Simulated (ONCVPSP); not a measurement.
## Ranking ONCV potentials for nitrogen

All share these settings but for the change named:

| Item | Value |
| --- | --- |
| Element | nitrogen (N) |
| Generator | ONCVPSP 4.0.1 |
| Type | optimised norm-conserving Vanderbilt (ONCV) |
| Functional | PBE |
| Relativity | non-relativistic |
| Frozen core | [He] |
| Valence charge | 5 |
| Reference configuration | 2s2 2p3 |
| Partial waves | 2s: rc 1.05 bohr, ncon 4, nbas 8, qcut 4.8 1/bohr, 2 projectors, debl 3.2 Ha; 2p: rc 2.00 bohr, ncon 4, nbas 7, qcut 6.1 1/bohr, 3 projectors, debl 3.9 Ha; d scattering state at 0.41 Ha: rc 2.10 bohr, ncon 5, nbas 9, qcut 4.3 1/bohr, 1 projector |
| Local potential | polynomial inside 0.75 bohr (lpopt 3, dvloc0 6 Ha) |
| Core correction | none |

Test errors are all-electron minus pseudo excitation energies from the reference, over 2s2 2p2; 2s2 2p1; 2s2 2p0; 2s1 2p3. None of these files shows a bound ghost.

The base gives 2059.9 meV.

Of 8 variants that were run, those that failed, showed a ghost or another fault, or gave nearly equal values are left out.

A variant can come out equal or close to the base, since the largest error may sit in a test that the change hardly touches while other tests move.

Task: Rank these variants by their largest absolute test error, smallest first.
A. s: qcut 6.3; p: qcut 8; d: qcut 5.7
B. p: qcut 9.4
C. s: rc 1.04

Result: B (1137.4 meV), A (1428.6 meV), C (2059.9 meV).
